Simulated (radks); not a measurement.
Problem. Spherical quantum dot in the effective-mass picture: electrons in a well V = -V0 / (1 + exp((r - R)/a)) with V0 = 3.91, R = 5.48, a = 0.17, all in effective atomic units (hartree* = m*/eps^2 hartree, bohr* = eps/m* bohr), one dielectric constant everywhere. Calculated with a radial shooting solver with Libxc functionals: non-relativistic Kohn-Sham, LDA (Slater exchange, Perdew-Wang correlation), spin-polarised, spherical densities. Levels are named by radial order and angular momentum (1s, 1p, 1d, 2s, ...), and open shells are averaged over m. At N = 1 the configuration is 1s(up 1, down 0). Does electron 2 go into 1s down or 1p up?

Solution. Into 1s down. The total energies of the other choices lie higher by 0.102 hartree* (1p up).
